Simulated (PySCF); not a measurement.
C3H3F3, SMILES F[C@H]1CC1(F)F.

Geometry: PBE0-D3(BJ)/def2-SVP. The structure was generated by enumeration; whether it is a known compound was not checked.

Level of theory: PySCF with TDDFT-ωB97X/def2-SVPD.

Vertical excitations. Isolated molecule, no solvent.

Give excitation energies, oscillator strengths and character. (An estimate is asked for; the answer gives what the named calculation found.)


```
state  energy (eV)  λ (nm)      f                                                                 main pairs
-----  -----------  ------  -----  -------------------------------------------------------------------------
S1            8.03     154  0.001                         HOMO→LUMO 53 %, HOMO→LUMO+1 22 %, HOMO→LUMO+3 16 %
S2            8.78     141  0.002                   HOMO−1→LUMO 55 %, HOMO−1→LUMO+1 21 %, HOMO−1→LUMO+3 14 %
S3            9.15     135  0.017        HOMO→LUMO 37 %, HOMO→LUMO+1 36 %, HOMO→LUMO+3 11 %, HOMO→LUMO+2 8 %
S4            9.61     129  0.006                        HOMO→LUMO+3 55 %, HOMO→LUMO+1 13 %, HOMO→LUMO+2 9 %
S5            9.71     128  0.014                       HOMO→LUMO+2 59 %, HOMO→LUMO+1 11 %, HOMO→LUMO+4 11 %
S6            9.93     125  0.018  HOMO−1→LUMO 33 %, HOMO−1→LUMO+1 31 %, HOMO−1→LUMO+3 16 %, HOMO→LUMO+3 5 %
S7           10.23     121  0.033                                         HOMO→LUMO+4 61 %, HOMO→LUMO+2 13 %
S8           10.47     118  0.150                                     HOMO−1→LUMO+3 54 %, HOMO−1→LUMO+1 29 %
S9           10.75     115  0.018                                     HOMO−1→LUMO+4 56 %, HOMO−1→LUMO+2 14 %
S10          10.87     114  0.028                                                         HOMO−1→LUMO+2 61 %
T1            7.53     165      0                         HOMO→LUMO 42 %, HOMO→LUMO+1 23 %, HOMO→LUMO+3 22 %
T2            8.41     147      0                   HOMO−1→LUMO 45 %, HOMO−1→LUMO+1 22 %, HOMO−1→LUMO+3 20 %
T3            8.99     138      0                          HOMO→LUMO 38 %, HOMO→LUMO+1 37 %, HOMO→LUMO+2 8 %
T4            9.10     136      0        HOMO→LUMO+3 41 %, HOMO→LUMO+6 14 %, HOMO→LUMO 8 %, HOMO→LUMO+10 6 %
```
Triplets are in the Tamm–Dancoff approximation, which puts them higher than full response would, so one can lie above its singlet here.
